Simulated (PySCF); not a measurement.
**How methods differ on the ionisation energy of Tb⁺**

Tb⁺ [Xe] 4f9 6s1 [4f5/2^6 4f7/2^3 6s1/2^1, M_J = 8] → Tb²⁺ [Xe] 4f9 [4f5/2^6 4f7/2^3, M_J = 15/2], as a difference of total energies. Calculation: PySCF 2.14, in x2c-QZVPPall-2c (16s16p12d6f4g1h, 213 functions); the two-component X2C-1e Hamiltonian. Correlated levels: [Ar] 3d10 frozen; the 40 highest virtual spinors dropped. "Screened" scales the spin-orbit matrix elements by Boettger's factors to mimic the two-electron term; Breit and QED terms are absent.

| method | ionisation energy (eV) | difference from reference (eV) |
| --- | --- | --- |
| GHF (spin-free) | 10.699 | -0.814 |
| GMP2 (spin-free) | 11.620 | +0.107 |
| GHF (screened spin-orbit) | 10.700 | -0.813 |
| GMP2 (screened spin-orbit) | 11.619 | +0.106 |

Reference: 11.513 ± 0.02 eV (semi-empirical (NIST evaluation); NIST Atomic Spectra Database, ionization energies).

The spin-free rows relax to the high-spin LS determinant and lack the spin-orbit shift.

The labels give the starting determinants; with spin-orbit coupling the two ends relaxed to ⟨J²⟩ = 72.03, ⟨L²⟩ = 30.55, ⟨S²⟩ = 11.85 and ⟨J²⟩ = 63.78, ⟨L²⟩ = 30.56, ⟨S²⟩ = 8.64.
